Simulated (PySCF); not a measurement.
## First hyperpolarisability: 4-bromophenol (SMILES Oc1ccc(Br)cc1)

Molfile (atoms numbered from 1):
```
C6H5BrO
     RDKit          3D

 13 13  0  0  0  0  0  0  0  0999 V2000
   -2.8752    0.3351   -0.2504 O   0  0  0  0  0  0  0  0  0  0  0  0
   -1.5437    0.1487   -0.1549 C   0  0  0  0  0  0  0  0  0  0  0  0
   -0.7064    1.1426   -0.6733 C   0  0  0  0  0  0  0  0  0  0  0  0
    0.6741    1.0031   -0.6028 C   0  0  0  0  0  0  0  0  0  0  0  0
    1.2293   -0.1331   -0.0124 C   0  0  0  0  0  0  0  0  0  0  0  0
    3.1060   -0.3210    0.0821 Br  0  0  0  0  0  0  0  0  0  0  0  0
    0.4058   -1.1283    0.5070 C   0  0  0  0  0  0  0  0  0  0  0  0
   -0.9778   -0.9858    0.4349 C   0  0  0  0  0  0  0  0  0  0  0  0
   -3.3334   -0.4159    0.1413 H   0  0  0  0  0  0  0  0  0  0  0  0
   -1.1585    2.0241   -1.1313 H   0  0  0  0  0  0  0  0  0  0  0  0
    1.3245    1.7801   -1.0081 H   0  0  0  0  0  0  0  0  0  0  0  0
    0.8418   -2.0158    0.9683 H   0  0  0  0  0  0  0  0  0  0  0  0
   -1.6236   -1.7690    0.8435 H   0  0  0  0  0  0  0  0  0  0  0  0
  1  2  1  0
  2  3  1  0
  3  4  2  0
  4  5  1  0
  5  6  1  0
  5  7  2  0
  7  8  1  0
  8  2  2  0
  1  9  1  0
  3 10  1  0
  4 11  1  0
  7 12  1  0
  8 13  1  0
M  END
```

Theory: quadratic response CAM-B3LYP/aug-cc-pVDZ first hyperpolarisability, Taylor convention, gas phase (PySCF). Geometry: PBE0-D3(BJ)/def2-SVP.

The calculation is non-relativistic, which matters for the atoms heavier than Zn.

Q: What is the first hyperpolarisability, and how does it disperse?

A: In 10⁻³⁰ esu, Taylor convention; the vector part is βᵢ = ⅓ Σⱼ (βᵢⱼⱼ + βⱼᵢⱼ + βⱼⱼᵢ); β∥ is 3/5 of the vector part along the dipole, the dipole points from − to +:
| process | λ (nm) | β vector norm | β∥ | β HRS | depolarisation ratio |
| --- | --- | --- | --- | --- | --- |
| static β(0;0,0) | ∞ | 1.80 | 0.84 | 0.72 | 5.52 |
| second harmonic β(−2ω;ω,ω) | 1907 | 1.86 | 0.87 | 0.75 | 5.49 |
| Pockels β(−ω;ω,0) | 1907 | 1.82 | 0.85 | – | – |
| second harmonic β(−2ω;ω,ω) | 1064 | 2.03 | 0.95 | 0.82 | 5.40 |
| Pockels β(−ω;ω,0) | 1064 | 1.87 | 0.87 | – | – |

Q: Which lowest excitations, dipole and polarisabilities go with it?

A: S1 4.89 eV (f = 0.029); S2 5.31 eV (f = 0.000); S3 5.63 eV (f = 0.001); dipole 2.33 D; isotropic α 96.3 au static, 96.7 au at 1907 nm, 97.6 au at 1064 nm, 97.9 au at 953.5 nm, 101.7 au at 532 nm.
